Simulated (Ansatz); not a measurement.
`CO[SiH2]O[SiH](O)F`. The species carries charge 0 and has multiplicity 1. The geometry is a stationary point of PBE0-D4/def2-TZVP. It is one conformer, not always the lowest.

```xyz
14

C    -1.493   -0.826   -1.611
O    -0.549   -0.267   -0.720
Si    0.318   -1.175    0.352
O     1.165   -0.110    1.240
Si    1.281    1.508    1.413
O     0.668    2.262    0.116
F     0.472    1.902    2.722
H    -1.005   -1.463   -2.356
H    -2.244   -1.417   -1.075
H    -2.000   -0.011   -2.129
H     1.247   -2.078   -0.369
H    -0.609   -1.955    1.207
H     2.676    1.907    1.630
H     0.073    1.724   -0.421
```

(1) What is the dipole moment at B3LYP/def2-TZVPP? (Estimate.)

(2) And with PBE, r2SCAN, ωB97M-V? (Best estimate.)

(3) Give the Mulliken charges with B3LYP, PBE, r2SCAN in def2-TZVPP. (Best estimate.)

Results:

(1) Ansatz gave: 3.67 D, with components (-1.24, -2.50, -2.38) D in this frame, pointing from negative to positive charge.

(2) Computed: PBE 3.52 D, r2SCAN 3.59 D, ωB97M-V 3.67 D.

(3) Computed: 
```csv
atom,B3LYP,PBE,r2SCAN
C1,-0.13,-0.15,0.00
O2,-0.41,-0.33,-0.41
Si3,0.59,0.50,0.61
O4,-0.39,-0.31,-0.41
Si5,0.78,0.65,0.79
O6,-0.40,-0.36,-0.41
F7,-0.32,-0.27,-0.32
H8,0.11,0.11,0.07
H9,0.11,0.10,0.07
H10,0.11,0.10,0.06
H11,-0.08,-0.07,-0.09
H12,-0.08,-0.07,-0.08
H13,-0.09,-0.09,-0.09
H14,0.21,0.21,0.22
```

B3LYP here is the variant with VWN-RPA as its local correlation; programs differ in this.
